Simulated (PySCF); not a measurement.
A structure optimised at PBE-D3(BJ)/def2-SVP, used in a PySCF frequency run:

```xyz
7

Mg     0.0000     0.0000    -0.1041
Br     0.0000     0.0000     2.2469
O      0.0000     0.0000    -1.9053
Si     0.0000     0.0000    -3.5599
H      1.2198    -0.7043    -4.1037
H      0.0000     1.4085    -4.1037
H     -1.2198    -0.7043    -4.1037
```

**Question.** Write its SMILES, formula and point group.

**Answer.** [SiH3][O][Mg][Br], BrH3MgOSi, C3v

**Question.** What are its rotational constants (standard atomic weights)?

**Answer.** 84.237, 0.58501, 0.58501 GHz
